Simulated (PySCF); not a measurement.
Cd(I)(GeH3) (CdGeH3I), SMILES [Cd]([I])[GeH3].

Geometry: r2SCAN-D4/def2-SVP. The structure was generated by enumeration; whether it is a known compound was not checked. The def2 effective core potentials stand for the cores of Cd, I; spin–orbit coupling is left out.

Two levels are set side by side: PBE/def2-TZVPD (PySCF) and M06-2X/def2-TZVPD (PySCF). Same geometry, gas phase. Differences are taken from unrounded values.

```json
[
 {"quantity": "orbital gap (eV)", "M06-2X": "7.75", "PBE": "4.13", "PBE minus M06-2X": "-3.62"},
 {"quantity": "highest occupied level (eV)", "M06-2X": "-8.49", "PBE": "-6.32", "PBE minus M06-2X": "2.17"},
 {"quantity": "lowest empty level (eV)", "M06-2X": "-0.75", "PBE": "-2.19", "PBE minus M06-2X": "-1.44"},
 {"quantity": "dipole moment (D)", "M06-2X": "2.44", "PBE": "2.20", "PBE minus M06-2X": "-0.24"},
 {"quantity": "mean polarisability (bohr³)", "M06-2X": "109.3", "PBE": "117.9", "PBE minus M06-2X": "8.6"}
]
```

PBE's occupied levels lie high since its potential decays too fast outside the molecule; exact exchange lowers them and widens the gap. Loosely held outer electrons make PBE densities more polarisable. Differences between two approximate levels are no errors against the true value.

Rough cost on one machine, each run with all the roots and properties that it gave: M06-2X against PBE about 3 times.
